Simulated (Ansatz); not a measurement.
Molecule: MoH, charge 0, multiplicity 6. The spin state was set by rule; other spins were not relaxed. SMILES: [MoH]
Geometry: optimised at B3LYP-D3(BJ)/def2-TZVP (Ansatz, a first-principles code).

Wanted: atomisation energy (electronic, to ground-state atoms), in eV. Cores are frozen in the correlated levels unless marked. UHF or UKS for open shells. No spin-orbit coupling. The frozen core is the preceding noble-gas configuration, with the filled d and f shells of earlier blocks. Past Kr the def2 sets carry scalar-relativistic core potentials. STO-3G rows are all-electron and non-relativistic. The coupled-cluster limit lacks core correlation, which all-electron functionals hold. CBS marks a two-point X^-3 extrapolation of the correlation energy; Hartree-Fock from the larger set.

```json
[
 {"level": "PBE-D4/def2-TZVPD", "program": "Ansatz + dftd4", "atomisation energy (eV)": "2.55"},
 {"level": "revPBE-D3(BJ)/def2-TZVPD", "program": "Ansatz + dftd3", "atomisation energy (eV)": "(withheld)"},
 {"level": "PBE0/STO-3G", "program": "Ansatz", "atomisation energy (eV)": "4.08"},
 {"level": "BHLYP-D3(BJ)/def2-TZVPD", "program": "Ansatz + dftd3", "atomisation energy (eV)": "2.49"},
 {"level": "r2SCANh-D4/def2-TZVPD", "program": "Ansatz + dftd4", "atomisation energy (eV)": "2.37"},
 {"level": "r2SCAN0-D4/def2-TZVPD", "program": "Ansatz + dftd4", "atomisation energy (eV)": "2.32"},
 {"level": "wB97X/def2-TZVPD", "program": "Ansatz", "atomisation energy (eV)": "2.69"},
 {"level": "B2GP-PLYP-D3(BJ)/def2-TZVPD", "program": "Ansatz + dftd3", "atomisation energy (eV)": "2.40"},
 {"level": "SCS-MP2/def2-TZVPP", "program": "Ansatz", "atomisation energy (eV)": "2.40"},
 {"level": "CCSD/def2-SVP", "program": "Ansatz", "atomisation energy (eV)": "2.15"},
 {"level": "CCSD/def2-SVPD", "program": "Ansatz", "atomisation energy (eV)": "2.21"},
 {"level": "CCSD/def2-TZVPP", "program": "Ansatz", "atomisation energy (eV)": "(withheld)"},
 {"level": "CCSDT/def2-SVP", "program": "Ansatz", "atomisation energy (eV)": "2.19"},
 {"level": "CCSD(T)/CBS(def2-TZVPPD,def2-QZVPPD)", "program": "Ansatz", "atomisation energy (eV)": "2.43"}
]
```

### Question
What belongs in the gaps?

### Answer

- revPBE-D3(BJ)/def2-TZVPD, atomisation energy (eV): 2.51
- CCSD/def2-TZVPP, atomisation energy (eV): 2.30
